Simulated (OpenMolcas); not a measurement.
# A ladder of methods for SnSiH4ClF (SMILES [F][SnH]([SiH3])[Cl])

The species is SnSiH4ClF (8 atoms), meant as a singlet with charge 0. SMILES: `[F][SnH]([SiH3])[Cl]`. Geometry: relaxed at PBE0-D4/def2-TZVP.

```xyz
8

F    -2.1644    1.2073    0.0650
Sn   -0.4911    0.7439   -0.7604
Si    0.7724   -0.7107    0.9286
Cl   -1.1037   -0.5888   -2.5662
H     0.0810    2.2122   -1.4060
H     1.0775    0.1078    2.1275
H     2.0254   -1.1749    0.2849
H    -0.1049   -1.8540    1.2709
```

Each level gives the HOMO–LUMO gap (eV). The values are calculated.

```
                           level             kind     program  value (eV)  CPU time
    HF/def2-SVP (core potential)     Hartree–Fock  OpenMolcas       13.30      15 s
 SVWN5/def2-SVP (core potential)              LDA  OpenMolcas        5.00      35 s
   PBE/def2-SVP (core potential)              GGA  OpenMolcas        5.15      47 s
 M06-L/def2-SVP (core potential)         meta-GGA  OpenMolcas        5.85      60 s
 BHLYP/def2-SVP (core potential)    global hybrid  OpenMolcas        9.35      40 s
M06-2X/def2-SVP (core potential)  hybrid meta-GGA  OpenMolcas        9.31      50 s
  PBE0/def2-SVP (core potential)    global hybrid  OpenMolcas        7.32      43 s
B2PLYP/def2-SVP (core potential)    double hybrid  OpenMolcas        9.59      28 s
```

The values span 5.00 to 13.30 eV. Orbital gaps aren't excitation energies, and those of double hybrids come from the SCF part alone; they tend to grow with the share of exact exchange. CPU times are rough (shared hosts, several kinds of processor and program).
